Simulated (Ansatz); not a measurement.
Reaction (formal exchange of groups at a Te–Si bond): `C[SiH](N)[TeH]` + `C[SiH2]F` → `F[SiH2]C[TeH]` + `C[SiH2]N`

Program: Ansatz. Geometries: PBE0-D4/def2-TZVP. ΔE: electronic, gas phase. CCSD(T)/CBS adds triple-zeta CCSD(T) − MP2 to the extrapolated MP2 energy (def2 sets, frozen cores). Functionals use def2-TZVPP. B3LYP here is the variant with VWN-RPA as its local correlation; programs differ in this. Elements past krypton have def2 core potentials. For Te outer-core shells are correlated without core-valence functions, which leaves a few kJ/mol of doubt a bond. Each species was taken in one conformer, which may not be the lowest.

```tsv
level	ΔE (kJ/mol)	difference from CCSD(T)/CBS
PBE-D4	109.1	5.2
r2SCAN-D4	111.3	7.4
PBE0-D4	112.3	8.4
B3LYP-D4	105.8	1.9
ωB97M-V	106.3	2.4
B2PLYP	104.8	0.9
r2SCAN	111.0	7.1
PBE0	111.7	7.8
B3LYP	105.0	1.1
SCS-MP2/def2-QZVPP	102.1	-1.8
CCSD(T)/CBS	103.9	0
```

Largest T1 diagnostic among the species: 0.011.

From PBE to PBE0 (25 % exact exchange), in def2-TZVPP and without D4, ΔE moves by +3.1 kJ/mol.
